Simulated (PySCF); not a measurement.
Compound: C7H12N (doublet state).
Structure used (GFN2-xTB), in Å, numbered top down from 1:
```
atom  x, y, z in Å
C1    -1.8571   -0.7399    0.1505
C2    -0.6109   -0.1085   -0.3103
C3    -0.4524    1.3138    0.2941
N4    -1.4331    2.2728   -0.1658
C5     0.6396   -0.9133    0.0353
C6     0.6599   -1.7634    1.0617
C7     1.8415   -0.7132   -0.7624
C8     1.9965    0.0952   -1.8046
H9    -2.2497   -0.5291    1.1273
H10   -2.3492   -1.4802   -0.4497
H11   -0.6409   -0.0285   -1.4054
H12    0.5388    1.7058    0.0548
H13   -0.5355    1.2425    1.3816
H14   -2.3698    1.9363    0.0340
H15   -1.3614    2.4006   -1.1701
H16   -0.2079   -1.9407    1.6719
H17    1.5502   -2.3125    1.3201
H18    2.6865   -1.3095   -0.4383
H19    2.9404    0.1644   -2.3181
H20    1.2093    0.7184   -2.1933
```

The hyperfine couplings belong to this conformer and change with its torsions.

As a line formula: `[CH2][C@@H](CN)C(=C)C=C` [radical].

Method: UKS B3LYP, pcH-1 on C H N, non-relativistic, mean-field spin-orbit, GIAO in PySCF. The structure is a single GFN2-xTB conformer in the gas phase; no vibrational or solvent corrections. The geometry wasn't refined by DFT: couplings that depend on bond lengths, twists or pyramidal angles can differ widely from those at the functional's own minimum. The SCF solution wasn't tested for stability.

Q: Break the g tensor into its mass correction, gauge correction and orbital-Zeeman/spin–orbit terms.

A: 
| Δg (ppm) | 1 | 2 | 3 |
| --- | --- | --- | --- |
| relativistic mass correction | -144 | -144 | -144 |
| gauge correction | 10 | 39 | 19 |
| orbital Zeeman/spin–orbit | 19 | 498 | 807 |
| total | -115 | 392 | 682 |

So g = 2.00220, 2.00271, 2.00300 and g_iso = 2.00264; the tensor is rhombic: the two nearest values differ by 36 % of g3 − g1. Axes: g2 points within 14° of the C1–C2 bond.

Q: At 9.313 GHz, how far is the centre of the isotropic spectrum from where a free electron (g = 2.002319) resonates?

A: B = hν/(g μB) with μB/h = 13.99624 MHz/mT gives 332.31 mT for the free electron and 332.26 mT at g_iso, 0.05 mT lower.

Q: What effective moment and Curie constant follow for a powder?

A: With the mean of g² = 4.0106 and S(S+1) = 0.75: μ_eff = √(⟨g²⟩S(S+1)) = 1.734 μB and χT = 0.12505·⟨g²⟩·S(S+1) = 0.376 cm³ K/mol (cgs; spin-Hamiltonian part alone).

Q: What are the electron Larmor frequencies g μB B/h along the three axes at 1200 mT?

A: 33.6280, 33.6365, 33.6414 GHz for g1, g2 and g3, a range of 13.4 MHz.

Q: In a frozen sample, at which fields do the three g values resonate at 9.5, 34, 94 and 263 GHz (hyperfine left aside), and which band first spreads them over more than twice a line width of 0.3 mT?

A: 
| band | GHz | B(g3) mT | B(g2) mT | B(g1) mT | spread mT |
| --- | --- | --- | --- | --- | --- |
| X | 9.5 | 338.87 | 338.92 | 339.00 | 0.13 |
| Q | 34.0 | 1212.79 | 1212.97 | 1213.27 | 0.48 |
| W | 94.0 | 3353.01 | 3353.50 | 3354.35 | 1.34 |
| J | 263.0 | 9381.30 | 9382.66 | 9385.03 | 3.74 |

The spread grows in proportion to the frequency. W band is the first where it exceeds 0.6 mT.

The Mulliken spin populations are largest on C1 (+1.08) and C2 (-0.08). No atom but C1 exceeds +0.15. The angles at C1 add up to 359.8°, so it is planar; its axial dipolar tensor and the negative couplings of its protons fit spin in a p orbital normal to that plane.

The HOMO–LUMO gaps are 4.85 eV among the α and 4.39 eV among the β orbitals.
